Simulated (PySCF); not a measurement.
**Electron affinity of Re by level of theory**

Re⁻ [Xe] 4f14 5d6 6s2 (5D) → Re [Xe] 4f14 5d5 6s2 (6S), as a difference of total energies. All numbers are calculated (PySCF 2.14, a scalar-relativistic core potential, in aug-cc-pwCVDZ-PP with ECP60MDF (6s6p5d3f, 70 functions)). Correlated levels: valence: 5s2 5p6 frozen. The calculations carry no spin-orbit coupling.

```csv
method,electron affinity (eV),difference from reference (eV)
UHF,-1.944,-2.004
MP2 (valence),-0.857,-0.917
SCS-MP2 (valence),-0.738,-0.798
CCSD (valence),-0.717,-0.777
CCSD(T) (valence),-0.572,-0.632
```

Reference: 0.060 eV (measured; photodetachment measurements, as compiled on the Wikipedia data page of electron affinities).

The reference lies between the lowest fine-structure levels, while these numbers refer to the centres of the terms.

Errors of the correlated levels include the incompleteness of this basis and the frozen core.

A negative affinity means that the anion lies above the atom at that level of theory.

The coupled-cluster amplitudes are large for Re⁻ (T1 above 0.03 or a double amplitude above 0.15), so a single reference is strained.
